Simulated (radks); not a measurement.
Effect of the nuclear size on the bismuth ion Bi3+, [Hg]. Method: Dirac Kohn-Sham, BLYP, spin-unpolarised, spherical densities, finite nucleus; Fermi nuclear charge, rms radius 5.5211 fm; computed with a radial shooting solver on a logarithmic mesh with Libxc functionals. The rms radius is varied about that value; shifts are against it.

[
 {"rms radius (fm)": "4.6377", "total energy shift (eV)": "-43.2", "density at nucleus (e/bohr^3)": "3.211e+06", "1s1/2 shift (meV)": "-17100", "2s1/2 shift (meV)": "-2630", "4p1/2 shift (meV)": "-3.70", "5s1/2 shift (meV)": "-32.5", "5p1/2 shift (meV)": "0.601", "6s1/2 shift (meV)": "-4.40", "6p1/2 (empty) shift (meV)": "0.538"},
 {"rms radius (fm)": "5.3058", "total energy shift (eV)": "-10.9", "density at nucleus (e/bohr^3)": "3.024e+06", "1s1/2 shift (meV)": "-4330", "2s1/2 shift (meV)": "-665", "4p1/2 shift (meV)": "-0.940", "5s1/2 shift (meV)": "-8.20", "5p1/2 shift (meV)": "0.151", "6s1/2 shift (meV)": "-1.11", "6p1/2 (empty) shift (meV)": "0.136"},
 {"rms radius (fm)": "5.5211", "total energy shift (eV)": "0", "density at nucleus (e/bohr^3)": "2.97e+06", "1s1/2 shift (meV)": "0.000", "2s1/2 shift (meV)": "0.000", "4p1/2 shift (meV)": "0.000", "5s1/2 shift (meV)": "0.000", "5p1/2 shift (meV)": "0.000", "6s1/2 shift (meV)": "0.000", "6p1/2 (empty) shift (meV)": "0.000"},
 {"rms radius (fm)": "5.8027", "total energy shift (eV)": "14.6", "density at nucleus (e/bohr^3)": "2.905e+06", "1s1/2 shift (meV)": "5810", "2s1/2 shift (meV)": "891", "4p1/2 shift (meV)": "1.27", "5s1/2 shift (meV)": "11.0", "5p1/2 shift (meV)": "-0.201", "6s1/2 shift (meV)": "1.49", "6p1/2 (empty) shift (meV)": "-0.182"},
 {"rms radius (fm)": "6.3161", "total energy shift (eV)": "42.3", "density at nucleus (e/bohr^3)": "2.797e+06", "1s1/2 shift (meV)": "16800", "2s1/2 shift (meV)": "2580", "4p1/2 shift (meV)": "3.68", "5s1/2 shift (meV)": "31.8", "5p1/2 shift (meV)": "-0.579", "6s1/2 shift (meV)": "4.31", "6p1/2 (empty) shift (meV)": "-0.526"}
]

Slopes of the eigenvalues against <r^2> in GHz/fm^2, as finite differences over the two radii next to the reference (eigenvalue slopes, not the field-shift constants of lines): 1s1/2 444000, 2s1/2 68200, 4p1/2 96.6, 5s1/2 841, 5p1/2 -15.4, 6s1/2 114, 6p1/2 (empty) -13.9.
